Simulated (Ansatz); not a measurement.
Born–Oppenheimer molecular dynamics of CH$_{5}$BFN (9 atoms, charge 0, multiplicity 1). It goes on from the last frame of an earlier run, with new velocities.

Method: RKS PBE/6-31G (Ansatz).

* ensemble: NVT, Langevin thermostat
* time step: 0.5 fs
* steps asked: 166
* set temperature: 500 K
* friction: 0.005 /fs
* temperature schedule: 41 steps to 500 K, then 125 steps to 10 K
* seed: 541811

First frame:

```xyz
9
Properties=species:S:1:pos:R:3
B 0.026 0.324 0.049
C 0.067 -0.174 1.630
H -0.707 -0.632 2.125
H 0.864 -0.885 1.665
H 0.452 0.666 2.176
N 1.181 -0.015 -0.656
H 1.957 -0.466 -0.132
H 1.502 0.190 -1.656
F -0.962 0.833 -0.794
```

**Question.** How far do the bonds stretch over the last three quarters of this one trajectory? (Pairs bonded in most of those frames.)

**Answer.** 
```json
{"bond": "B1–C2", "mean (Å)": "1.571", "spread (Å)": "0.029", "shortest": "1.51", "longest": "1.61"}
{"bond": "B1–N6", "mean (Å)": "1.414", "spread (Å)": "0.027", "shortest": "1.38", "longest": "1.47"}
{"bond": "B1–F9", "mean (Å)": "1.403", "spread (Å)": "0.039", "shortest": "1.35", "longest": "1.48"}
{"bond": "C2–H3", "mean (Å)": "1.112", "spread (Å)": "0.057", "shortest": "1.01", "longest": "1.21"}
{"bond": "C2–H4", "mean (Å)": "1.109", "spread (Å)": "0.041", "shortest": "1.04", "longest": "1.17"}
{"bond": "C2–H5", "mean (Å)": "1.117", "spread (Å)": "0.061", "shortest": "1.03", "longest": "1.21"}
{"bond": "N6–H7", "mean (Å)": "1.023", "spread (Å)": "0.041", "shortest": "0.96", "longest": "1.09"}
{"bond": "N6–H8", "mean (Å)": "1.031", "spread (Å)": "0.057", "shortest": "0.94", "longest": "1.12"}
```

Mean temperature of the second half: 518 K. The schedule's set-point averaged 173 K over the second half and the system 518 K, so it lags behind the ramp. A run of 0.083 ps of so small a system gives no equilibrium averages. Limits of this set-up: no polarisation functions.

Run time: 2.6 min on 1 thread of Intel(R) Xeon(R) 6975P-C (Granite Rapids) (shared host), peak memory 0.11 GiB.
